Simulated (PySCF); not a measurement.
**Computed data sheet: `CO[C@@H](F)C(F)(F)F`**

Compound: C3H4F4O.
Geometry (GFN2-xTB, Å), atoms numbered from 1 in this order:
```xyz
12
C3H4F4O angstrom
C     -1.9009   -0.2849   -0.0860
O     -0.5311   -0.4960   -0.4151
C      0.3427    0.2465    0.3066
F      0.3838   -0.1554    1.6247
C      1.7516    0.0535   -0.2874
F      1.7814    0.4960   -1.5480
F      2.6605    0.7567    0.3942
F      2.1412   -1.2141   -0.2921
H     -2.4635   -0.9191   -0.7651
H     -2.1735    0.7637   -0.2364
H     -2.0995   -0.5756    0.9477
H      0.1086    1.3281    0.3308
```

Some functional groups and rings: ether, CF3 group and C–F bond.

GFN2-xTB geometry:

| Property | Result |
| --- | --- |
| Point group of the GFN2-xTB geometry | C1 |
| Rotational constants A, B, C of the GFN2-xTB geometry | 3.334, 1.509, 1.302 GHz |

From CAM-B3LYP/def2-SVPD ground state and vertical TDDFT (core frozen in the response) (PySCF):

| Property | Result |
| --- | --- |
| Dipole moment | 3.37 D |
| HOMO energy | -10.72 eV |
| LUMO energy | 1.08 eV |
| HOMO–LUMO gap | 11.80 eV |
| Lowest singlet excitation | 8.57 eV (145 nm, f = 0.022) |
| Strongest line among the 8 lowest singlet transitions | S4 at 9.62 eV (129 nm, f = 0.063) |
| Lowest triplet excitation (Tamm–Dancoff) | 8.29 eV |
| Static isotropic polarisability | 46.5 au |
| Electronic spatial extent ⟨r²⟩ about the centre of nuclear charge | 916 bohr² |

PBE0/pcSseg-1 ground state and GIAO shieldings, non-relativistic (PySCF):

| Quantity | Value |
| --- | --- |
| Lowest Hirshfeld atomic charge | -0.13 e on O2 |
| Highest Hirshfeld atomic charge | +0.25 e on C5 |
| 13C chemical shifts (computed TMS as zero) by class | 128.4 (C5), 111.4 (C3), 59.3 (C1) ppm |
| 1H chemical shifts (computed TMS as zero) by class | 5.38 (H12), 3.88 (H9/H10/H11) ppm |
| Isotropic shieldings of nuclei other than C and H, by class | 265 (O2), 269 (F6/F7/F8), 345 (F4) ppm |
| Mayer bond orders between heavy atoms | C1–O2 0.88, O2–C3 1.05, C3–F4 0.91, C3–C5 0.93, C5–F6 1.01, C5–F7 1.00, C5–F8 1.04 |

Monoisotopic mass (most abundant isotopes): 132.0198 u.

S1 lies 3.23 eV below the HOMO–LUMO gap; its leading configuration is HOMO→LUMO, weight 0.87. With B = h/(8π²I), that is 505.379 GHz u Å² over I, the principal moments of inertia are 151.6, 334.9 and 388.1 u Å² (most abundant isotopes); the inertial defect Ic − Ia − Ib is -98.4 u Å² (zero for a rigid planar frame, negative otherwise). No computed singlet falls in the visible range (750 to 380 nm, 1.65 to 3.26 eV); S1 lies 5.31 eV above its blue end. The dipole equals about 11.2 × 10⁻³⁰ C·m (1 D = 3.33564 × 10⁻³⁰ C·m). The principal polarisabilities are 42.8, 43.8 and 52.8 au; their mean is the isotropic value.

Geometry: GFN2-xTB, one conformer, isolated molecule. NMR classes are plain means over equivalent atoms (diastereotopic ones count apart unless rotation or inversion swaps them), as if these changed places fast; in this geometry the members of some classes differ.
